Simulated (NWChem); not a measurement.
C₂H₆Si; SMILES C=C[SiH3]

```xyz
9

Si    -0.0575    -1.0767     0.0003
C      0.5297     0.6989     0.0007
C     -0.2933     1.7538    -0.0008
H      0.4678    -1.8125    -1.1919
H     -1.5519    -1.1012    -0.0262
H      0.4235    -1.7991     1.2193
H      1.6116     0.8899     0.0030
H      0.0815     2.7838     0.0005
H     -1.3833     1.6384    -0.0038
```
Atoms are numbered in this order, from 1.

Level: PBE0/def2-SVP (NWChem), optimised geometry, unscaled harmonic frequencies. 

Task: List the harmonic frequencies with IR intensities, and the thermochemistry.

Result: 
```csv
frequency (cm⁻¹),IR intensity (km/mol)
137,0.0
272,0.8
426,0.6
619,22.8
715,76.6
719,24.3
925,235.6
934,47.6
954,56.9
993,33.4
1015,7.9
1044,9.2
1275,0.6
1420,13.5
1689,5.3
2223,119.9
2226,81.1
2235,103.2
3139,10.2
3158,2.7
3236,5.9
```

```yaml
zero_point_energy: 41.9 kcal/mol
thermal correction to the enthalpy at 298.15 K (with zero-point energy): 45.6 kcal/mol
heat capacity Cv: 16.3 cal/(mol K)
entropy at 298.15 K and 1 atm (symmetry number 1): 68.5 cal/(mol K)
dipole_moment: 0.74 D
```

Rigid rotor and harmonic oscillator.
